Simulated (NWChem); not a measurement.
System: BeNH2I; SMILES [Be]([NH2])[I]

```xyz
5

Be     0.0003     1.5564     0.0005
I      0.0016    -0.6246     0.0013
N     -0.0009     3.0524    -0.0010
H     -0.8284     3.6399    -0.0038
H      0.8256     3.6414    -0.0040
```
Atoms are numbered in this order, from 1.

Computed with NWChem. The geometry was optimised at PBE0/def2-SVP. def2 effective core potentials on I; no spin-orbit coupling. Level: PBE0/def2-SVPD; rows give the wavelength of the field.

For field static:

| Property | Value |
|---|---|
| isotropic polarisability (bohr³) | 59.7 |
| anisotropy (bohr³) | 25.0 |

### Question
Estimate the same quantities for field 589 nm.

### Answer
| Quantity | Value |
|---|---|
| isotropic polarisability (bohr³) | 62.5 |
| anisotropy (bohr³) | 26.9 |
